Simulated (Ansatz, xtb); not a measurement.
Relative energy of two isomers of C7H6OS

Structure X is `C#Cc1cc(OC)cs1`, a singlet and structure Y is `C#Cc1cscc1OC`, a singlet. Both are isolated molecules in the gas phase, relaxed with PBE-D3(BJ)/def2-SVP, each in the lowest conformer that the search found.

X (Å):

```xyz
15

C     1.7148   -3.2933    1.2156
C     0.7975   -2.6459    0.7200
C    -0.2690   -1.9151    0.1509
C    -0.2899   -0.5891   -0.2686
C    -1.5588   -0.1978   -0.7970
C    -3.0160    1.3866   -1.7569
C    -2.4962   -1.2281   -0.7758
O    -1.7344    1.0689   -1.2479
S    -1.8289   -2.6803   -0.1094
H     2.5270   -3.8580    1.6508
H     0.5725    0.0853   -0.2026
H    -3.8063    1.2649   -0.9814
H    -3.2779    0.7504   -2.6330
H    -2.9809    2.4447   -2.0753
H    -3.5375   -1.2134   -1.1136
```

Y (Å):

```xyz
15

C    -1.1924   -1.6595    3.5499
C    -1.6421   -1.0893    2.5621
C    -2.1597   -0.4287    1.4155
C    -3.4404    0.1053    1.3095
C    -2.1251    0.4444   -0.7830
C    -1.4028   -0.2259    0.1926
C     0.5531   -0.4567   -1.0948
O    -0.1339   -0.6839    0.1218
S    -3.7245    0.8328   -0.2256
H    -0.7946   -2.1627    4.4194
H    -4.2211    0.0948    2.0784
H    -1.8131    0.7315   -1.7919
H     1.5628   -0.8911   -0.9774
H     0.6453    0.6314   -1.3136
H     0.0392   -0.9496   -1.9512
```

Question: Estimate which is lower in electronic energy at CCSD(T)/def2-SVP + ΔMP2/def2-TZVPP, and by roughly how much.

Answer: CCSD(T)/def2-SVP + ΔMP2/def2-TZVPP gives E(Y) − E(X) = −0.08 kcal/mol, slightly favouring structure Y, which is too small a margin to settle the true order.

The same difference at several levels:

```
                             level             geometry  E(Y) − E(X) (kcal/mol)  departure from the last row (kcal/mol)  job, with rough time for the two
                          GFN2-xTB             GFN2-xTB                     +1.09                                   +1.17              optimisation, 0.29 s
                         HF/STO-3G             GFN2-xTB                     +0.68                                   +0.76               single point, 1.3 s
                r2SCAN-D4/def2-SVP             GFN2-xTB                     +0.86                                   +0.94               single point, 7.8 s
               PBE-D3(BJ)/def2-SVP  PBE-D3(BJ)/def2-SVP                     +0.92                                   +1.00                optimisation, 52 s
                       HF/def2-SVP  PBE-D3(BJ)/def2-SVP                     −0.25                                   −0.17           part of the CCSD(T) run
                      MP2/def2-SVP  PBE-D3(BJ)/def2-SVP                     +0.34                                   +0.42           part of the CCSD(T) run
                  CCSD(T)/def2-SVP  PBE-D3(BJ)/def2-SVP                     +0.02                                   +0.10                      single point
CCSD(T)/def2-SVP + ΔMP2/def2-TZVPP  PBE-D3(BJ)/def2-SVP                     −0.08                                                     single point, 3.8 min
```

As drawn, both hold the same kinds of bond in the same numbers.

The largest departure from CCSD(T)/def2-SVP + ΔMP2/def2-TZVPP is that of GFN2-xTB, 1.17 kcal/mol. The last row adds to CCSD(T) the change of the MP2 difference between the two basis sets, here −0.10 kcal/mol.

With thermal terms from frequencies at re-optimised GFN2-xTB minima (ideal gas, soft modes damped towards free rotors, one conformer each, 298.15 K, 1 atm): the zero-point term adds +0.03 kcal/mol; ΔH is −0.06 and ΔG −0.09 kcal/mol.

The correlated steps freeze 13 core orbitals. Codes used: Ansatz 0.2.0, xtb 6.7.1; the last row on 2 threads of Intel(R) Xeon(R) Platinum 8259CL CPU @ 2.50GHz (Skylake/Cascade Lake) on a shared host.
